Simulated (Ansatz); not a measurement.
Start from `C[SiH2]S[SiH2]Cl` and change one atom or group to get `[SiH3]S[SiH2]Cl`.

Ansatz, PBE0-D4/def2-TZVP geometries, multiplicity 1. Each molecule was computed in one conformer, which needn't be the lowest.

```json
{"property": "HOMO–LUMO gap (PBE0/def2-TZVPP) / eV", "`C[SiH2]S[SiH2]Cl`": "7.63"}
{"property": "size of the dipole moment (PBE/def2-TZVPP) / D", "`C[SiH2]S[SiH2]Cl`": "1.84"}
{"property": "HOMO energy (PBE0/def2-TZVPP) / eV", "`C[SiH2]S[SiH2]Cl`": "-7.68"}
{"property": "LUMO energy (PBE/def2-TZVPP) / eV", "`C[SiH2]S[SiH2]Cl`": "-0.90"}
{"property": "LUMO energy (B3LYP/def2-TZVPP) / eV", "`C[SiH2]S[SiH2]Cl`": "-0.21"}
{"property": "HOMO energy (PBE/def2-TZVPP) / eV", "`C[SiH2]S[SiH2]Cl`": "-6.48"}
```

Task: Give the same properties after the change, and the shifts. (Best estimate.)

Result: Ansatz gave: 
| property | `[SiH3]S[SiH2]Cl` | shift |
| --- | --- | --- |
| HOMO–LUMO gap (PBE0/def2-TZVPP) / eV | 7.59 | -0.04 |
| size of the dipole moment (PBE/def2-TZVPP) / D | 0.88 | -0.96 |
| HOMO energy (PBE0/def2-TZVPP) / eV | -7.83 | -0.15 |
| LUMO energy (PBE/def2-TZVPP) / eV | -1.11 | -0.21 |
| LUMO energy (B3LYP/def2-TZVPP) / eV | -0.42 | -0.21 |
| HOMO energy (PBE/def2-TZVPP) / eV | -6.63 | -0.15 |

Dipoles are sizes alone; their direction can turn.

Positive LUMOs are unbound, so they and the gaps depend on the basis.

B3LYP here is the variant with VWN-RPA as its local correlation; programs differ in this.
